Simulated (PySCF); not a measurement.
BLYP on Re⁻ (rhenium, charge -1), [Xe] 4f14 5d6 6s2, high-spin 5D determinant. Calculation: PySCF 2.14, in def2-QZVPPD with the def2 core potential (60 electrons) (7s6p4d4f2g, 91 functions); a scalar-relativistic core potential.

```
cycle= 1 E= -78.1542510075335  delta_E= -0.0208  |g|= 0.0343  |ddm|= 1.22
cycle= 2 E= -78.1538595548113  delta_E= 0.000391  |g|= 0.0426  |ddm|= 0.0982
cycle= 3 E= -78.1547704690942  delta_E= -0.000911  |g|= 0.0101  |ddm|= 0.0837
cycle= 4 E= -78.1548318814351  delta_E= -6.14e-05  |g|= 0.00046  |ddm|= 0.0231
cycle= 5 E= -78.1548320969885  delta_E= -2.16e-07  |g|= 3.53e-05  |ddm|= 0.00163
cycle= 6 E= -78.1548320976031  delta_E= -6.15e-10  |g|= 1.82e-05  |ddm|= 0.000189
converged SCF energy = -78.1548320976031  <S^2> = 6.0195047  2S+1 = 5.0077958
```

Highest occupied orbital energy: 3.452 eV; ⟨L²⟩ = 6.03; populations by l: s 4.00, p 6.00, d 6.00, f 0.00.

Problem. Can this result be used?

Solution. With care. The calculation finished and met its thresholds. Energies and moments cover only the electrons outside the core potential. Spin-orbit coupling, absent here, splits the open shell strongly. At BLYP the highest occupied level has a positive energy, so only the finite basis holds that electron; in a semilocal or global hybrid functional this comes from self-interaction and does not mean that the real anion is unbound.
